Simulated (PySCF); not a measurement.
Si(Br)(OH) (BrHOSi), SMILES O[Si]Br (connectivity only; charge and spin as stated), neutral, multiplicity 1. Atoms are numbered in the order given.

```xyz
4

Si     0.6884    -1.1549     0.0000
Br    -0.0811     0.9907     0.0000
O     -0.7604    -1.9489     0.0000
H     -0.7166    -2.9125     0.0000
```

Geometry: B3LYP-D3(BJ)/def2-TZVP. One conformer was computed; it need not be the lowest.

Vertical ionisation energy (IE) and electron affinity (EA) in eV. Rows of orbital energies are one-electron estimates. Where ΔSCF, EOM or ADC give a negative EA the extra electron is unbound and the value depends on the basis.

```
level                                               IE    EA
------------------------------------------------  ----  ----
−ε(HOMO), −ε(LUMO), CAM-B3LYP/def2-TZVPD (PySCF)  8.61  1.17
ADC(2)/aug-cc-pVDZ (PySCF)                        9.15  0.36
```

**Question.** Beyond the first one, list the lowest photoelectron lines from PySCF 2.14.0 with ADC(2)/aug-cc-pVDZ with their pole strengths (two spins summed). (Estimate from the structure and the level; the computed values follow.)

**Answer.** 10.39 eV (1.80), 10.50 eV (1.80), 12.29 eV (1.71), 12.90 eV (1.74), 14.24 eV (1.73).
